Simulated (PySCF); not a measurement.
**How far are cheaper levels from CCSD(T)/CBS for MgBr?**

PySCF; the state is a doublet (σ ↑). The composite is CCSD(T) extrapolated to the basis-set limit from two correlation-consistent sets, with core-valence (CV) and scalar-relativistic (SR) terms as its label shows; it has no spin–orbit coupling and nothing beyond (T). Here it is CCSD(T)/CBS(DT). It gives Re = 2.356 Å, ωe = 375 cm⁻¹ and De = 2.76 eV to Mg + Br.

```
      level                       basis                           relativity  Re (Å)  ωe (cm⁻¹)  De (eV)
        UHF          cc-pVDZ/cc-pVDZ-PP  scalar-relativistic core potentials   2.384        371     2.43
        UHF  aug-cc-pVDZ/aug-cc-pVDZ-PP  scalar-relativistic core potentials   2.391        365     2.47
UHF-SCS-MP2                 aug-pcseg-1                        no relativity   2.437        344     2.79
UHF-CCSD(T)                 aug-pcseg-1                        no relativity   2.441        342     2.57
        PBE                x2c-TZVPPall                        spin-free X2C   2.381        352     2.85
     PBEsol  aug-cc-pVDZ/aug-cc-pVDZ-PP  scalar-relativistic core potentials   2.391        353     3.02
     revPBE  aug-cc-pVDZ/aug-cc-pVDZ-PP  scalar-relativistic core potentials   2.417        341     2.72
       BP86  aug-cc-pVDZ/aug-cc-pVDZ-PP  scalar-relativistic core potentials   2.407        345     2.80
     r²SCAN          cc-pVDZ/cc-pVDZ-PP  scalar-relativistic core potentials   2.378        365     3.08
     r²SCAN  aug-cc-pVDZ/aug-cc-pVDZ-PP  scalar-relativistic core potentials   2.384        360     3.11
```

**Question.** Give the difference of each row from the composite.

**Answer.** 

```json
{"level": "UHF", "basis": "cc-pVDZ/cc-pVDZ-PP", "ΔRe (pm)": "+2.8", "Δωe (%)": "-1.1", "ΔDe (eV)": "-0.33"}
{"level": "UHF", "basis": "aug-cc-pVDZ/aug-cc-pVDZ-PP", "ΔRe (pm)": "+3.5", "Δωe (%)": "-2.7", "ΔDe (eV)": "-0.29"}
{"level": "UHF-SCS-MP2", "basis": "aug-pcseg-1", "ΔRe (pm)": "+8.1", "Δωe (%)": "-8.3", "ΔDe (eV)": "+0.03"}
{"level": "UHF-CCSD(T)", "basis": "aug-pcseg-1", "ΔRe (pm)": "+8.5", "Δωe (%)": "-8.8", "ΔDe (eV)": "-0.19"}
{"level": "PBE", "basis": "x2c-TZVPPall", "ΔRe (pm)": "+2.5", "Δωe (%)": "-6.1", "ΔDe (eV)": "+0.09"}
{"level": "PBEsol", "basis": "aug-cc-pVDZ/aug-cc-pVDZ-PP", "ΔRe (pm)": "+3.5", "Δωe (%)": "-5.9", "ΔDe (eV)": "+0.26"}
{"level": "revPBE", "basis": "aug-cc-pVDZ/aug-cc-pVDZ-PP", "ΔRe (pm)": "+6.1", "Δωe (%)": "-9.1", "ΔDe (eV)": "-0.04"}
{"level": "BP86", "basis": "aug-cc-pVDZ/aug-cc-pVDZ-PP", "ΔRe (pm)": "+5.1", "Δωe (%)": "-8.0", "ΔDe (eV)": "+0.04"}
{"level": "r²SCAN", "basis": "cc-pVDZ/cc-pVDZ-PP", "ΔRe (pm)": "+2.2", "Δωe (%)": "-2.7", "ΔDe (eV)": "+0.32"}
{"level": "r²SCAN", "basis": "aug-cc-pVDZ/aug-cc-pVDZ-PP", "ΔRe (pm)": "+2.8", "Δωe (%)": "-4.0", "ΔDe (eV)": "+0.35"}
```

**Question.** Which rows come closest in De?

**Answer.** UHF-SCS-MP2 in aug-pcseg-1 (+0.03 eV); revPBE in aug-cc-pVDZ/aug-cc-pVDZ-PP (-0.04 eV); BP86 in aug-cc-pVDZ/aug-cc-pVDZ-PP (+0.04 eV), counted from the composite.

Correlated steps freeze 10 core orbitals. Correlated levels converge slowly with the basis: in double zeta they bind strong bonds too weakly, by up to about 1 eV, and carry superposition errors of some tenths. Spin–orbit coupling is left out. The state was picked by a PBE0 search and need not be the measured ground state.
